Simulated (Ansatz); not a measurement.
Total energies of BH5SiZn, SMILES `[BH2][Zn][SiH3]`.

```json
{"atom": "B1", "x (Å)": "-2.1328", "y (Å)": "1.3449", "z (Å)": "0.4236"}
{"atom": "Zn2", "x (Å)": "-0.3880", "y (Å)": "0.2471", "z (Å)": "0.0757"}
{"atom": "Si3", "x (Å)": "1.6096", "y (Å)": "-1.0145", "z (Å)": "-0.3205"}
{"atom": "H4", "x (Å)": "-2.8651", "y (Å)": "1.6933", "z (Å)": "-0.4609"}
{"atom": "H5", "x (Å)": "-2.4806", "y (Å)": "1.6752", "z (Å)": "1.5236"}
{"atom": "H6", "x (Å)": "1.6856", "y (Å)": "-2.2410", "z (Å)": "0.5285"}
{"atom": "H7", "x (Å)": "1.7240", "y (Å)": "-1.4761", "z (Å)": "-1.7363"}
{"atom": "H8", "x (Å)": "2.8472", "y (Å)": "-0.2289", "z (Å)": "-0.0337"}
```

Charge 0, multiplicity 1. For Zn the d shell is correlated and the shells below it are frozen. Scalar relativity is left out up to krypton. Geometry: relaxed with PBE0-D4/def2-TZVP. Basis def2-TZVPP, the Gaussian-basis code of Ansatz.

RPA on PBE orbitals: Hartree–Fock energy of these orbitals -2094.22697 Eh, correlation -1.11884 Eh (frozen core).

| functional | energy without D4 (Eh) | D4 term (kJ/mol) |
| --- | --- | --- |
| LDA (SPW92) | -2092.30112 | – |
| PBE | -2096.22402 | -11.7 |
| revPBE | -2096.51213 | -32.7 |
| BLYP | -2096.75943 | -25.4 |
| r2SCAN | -2096.63264 | -2.8 |
| B97M-V | -2096.27816 | – |
| PBE0 | -2096.28285 | -9.9 |
| B3LYP | -2096.78453 | -19.1 |
| r2SCANh | -2096.61509 | -3.0 |
| r2SCAN0 | -2096.59040 | -3.4 |
| HSE06 (plane-wave form) | -2096.27177 | -9.4 |
| BHLYP | -2096.64255 | -16.1 |
| CAM-B3LYP | -2096.79438 | -10.3 |
| LC-ωPBE | -2096.35487 | – |
| ωB97X-V | -2096.47783 | – |
| ωB97M-V | -2096.54775 | – |
| B2PLYP | -2096.26208 | – |
| PBE-QIDH | -2095.94328 | – |

B3LYP takes the VWN-RPA correlation (the form of Gaussian; ORCA's B3LYP/G). HSE06 is the plane-wave form, built on full-range PBE exchange. The double hybrids freeze the cores in their second-order part.

LC-ωPBE has ω = 0.4 bohr⁻¹.
